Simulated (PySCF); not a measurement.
## Two-component Hartree-Fock for Se²⁶⁺ (selenium, charge +26)

Start: [He] 2s2 2p4; 2p1/2 filled at m_j = -1/2, +1/2; 2p3/2 filled at m_j = +1/2, +3/2. Calculated with PySCF 2.14 in an even-tempered Gaussian basis (17 s from 8.4 bohr⁻², ratio 2.4; 12 p from 11 bohr⁻², ratio 2.4; 5 d from 42 bohr⁻², ratio 2.6; 4 f from 63 bohr⁻², ratio 2.6): generalised Hartree-Fock with the X2C-1e Hamiltonian and a Gaussian nucleus; one run each with spin-orbit coupling (SO) switched off, then screened by Boettger's factors.

```csv
spinor shell,electrons,"ε, spin-free (eV)","ε, screened SO (eV)",weight of nominal j (screened SO),"rms radius, screened SO (bohr)"
1s1/2,2,-14231.8,-14229.5,1.000,0.0506
2s1/2,2,-2994.5,-2993.8,1.000,0.203
2p1/2,2,-2838.9,-2864.8,0.939,0.177
2p3/2,2,-2838.9,-2823.7,0.951,0.180
```

| quantity | spin-free | screened SO |
| --- | --- | --- |
| E (hartree) | -1863.75185 | -1864.76673 |
| M_J | 2 | 2 |
| ⟨J²⟩ | 6.000 | 6.000 |
| ⟨L²⟩ | 2.000 | 2.788 |
| ⟨S²⟩ | 2.000 | 1.607 |

Each row is a mean over spinors that exchange with the open shell spreads, by up to 42.494 eV (2s1/2).

Without spin-orbit coupling the j labels of p, d and f shells carry no meaning; the spin-free column gives the mean over the occupied spinors of each nl shell.
